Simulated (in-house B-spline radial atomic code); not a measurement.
Values are calculated unless marked as measured or tabulated.
# Two electrons in InAs: a spherical dot of radius 32.4 nm with hard walls with an ionised donor at its centre

For InAs the NSM archive of the Ioffe Institute lists m* = 0.023 m0 and ε = 15.15. Real donors also feel a central-cell potential, which shifts the ground state. In so narrow a gap the band flattens within tens of meV, so real spacings are smaller, by up to some tenths.

Effective-mass model with parabolic bands, a uniform dielectric constant, no image charges, no central-cell or spin-orbit terms. Two-electron levels come from full CI in B-splines with partial waves to l = 5 (up to 0.001 effective hartree above the limit).

**Question.** What are the effective units, and what is the potential in them?

**Answer.** Ha* = 27211.386 meV × 0.023/15.15² = 2.727 meV and a* = 0.0529177 nm × 15.15/0.023 = 34.86 nm. The radius is R = 0.93 a*, with −1/r added.

In these units the lowest s and p orbitals lie at 2.9624 and 9.6608, and their Coulomb and exchange integrals are J_ss = 2.0426, J_sp = 1.7917 and K_sp = 0.3792. Full CI gives 7.8995 for the ground singlet, 14.0210 for the sp triplet, 14.7265 for the sp singlet and 24.0090 for the lowest triplet of two s orbitals.

**Question.** What does it cost to add the second electron, to first order and exactly?

**Answer.** To first order E = 2ε_s + J_ss = 7.9674, so the charging energy E(2) − 2E(1) is J_ss = 5.57 meV. CI gives 7.8995 − 2 × (2.9624) = 1.9747, or 5.385 meV: relaxation and correlation lower it by 0.1851 meV, 3.3 % of J_ss. The s² configuration of one-electron orbitals holds 99.6 % of the state, and the mean radius is 15.6 nm.

**Question.** How far above the singlet do the triplets lie?

**Answer.** To first order the sp triplet lies at ε_s + ε_p + J_sp − K_sp = 14.0358, which is 16.55 meV above 2ε_s + J_ss. CI gives 14.0210 − (7.8995) = 6.1215, or 16.69 meV, 91 % of the orbital spacing of 18.27 meV. The ss triplet lies 43.93 meV up, so the lower of the two is the sp one, and its gap equals k_BT at 194 K. The sp singlet-triplet splitting is 1.924 meV, against 2K_sp = 2.068 meV.
